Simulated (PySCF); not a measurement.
**Radial density of Sn³⁺ (tin, charge +3)**

UHF, [Kr] 4d10 5s1, 2S determinant. Calculation: PySCF 2.14, in aug-cc-pwCVTZ-DK3 with one added diffuse shell each of s, p, d, f type (11s10p8d5f1g, 125 functions); scalar relativity by spin-free X2C-1e.

```csv
r (bohr),4πr²ρ (e/bohr),4πr²(ρα − ρβ)
0.0304,58.67,0.0008
0.0511,59.91,0.0059
0.0859,82.33,0.0241
0.145,61.25,-0.0145
0.243,66.84,0.0434
0.409,36.95,0.0027
0.688,22.43,0.0846
1.16,14.03,0.0554
1.95,2.069,0.6623
3.27,0.1677,0.1501
5.51,0.001091,0.0011
```

Densities and radii are taken from the X2C orbitals without a picture-change correction, which distorts them close to the nucleus.

**Question.** Where is the radial spin density 4πr²(ρα − ρβ) most negative, and why is it negative at all?

**Answer.** Around r = 0.145 bohr, down to -0.0145 e/bohr: exchange with the open shell polarises the paired shells in an unrestricted calculation.
